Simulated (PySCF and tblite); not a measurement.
Results of a calculation; reference values are marked as such.
2 diastereomers of C₁₀H₁₀F₂GeSi₃, numbered alike:

```tsv
isomer	SMILES	descriptors (one enantiomer)
A	[CH3:1][Si@H:2]1[C:3]#[C:4][GeH2:5][C:6]#[C:7][Si@H:8]([CH3:9])[C:10]#[C:11][Si:12]([F:13])([F:14])[C:15]#[C:16]1	2R, 8R
B	[CH3:1][Si@@H:2]1[C:3]#[C:4][GeH2:5][C:6]#[C:7][Si@H:8]([CH3:9])[C:10]#[C:11][Si:12]([F:13])([F:14])[C:15]#[C:16]1	2S, 8R
```

Protocol: conformer search, at most 2 conformers an isomer, GFN2-xTB geometries, energies PBE0/def2-SVP (D3(BJ) added where defined), weights at 298.15 K with GFN2-xTB thermal terms. Programs: PySCF with density fitting and tblite.

Problem. Rank the isomers by free energy at 298.15 K.

Solution. 
```csv
isomer,ΔG (kcal/mol),"ΔE, lowest conformer",conformers,largest weight %,rms dipole (D)
B,0.0,0.0,1,100,3.75
A,0.4,0.0,1,100,3.54
```

ΔG is for one enantiomer.

Problem. If they could interconvert freely, what would the mixture hold (chiral isomers as racemates)?

Solution. B 49 %, A 51 %. A racemate gains RT ln 2.

The conformer set may be incomplete (the search or the number kept was capped).
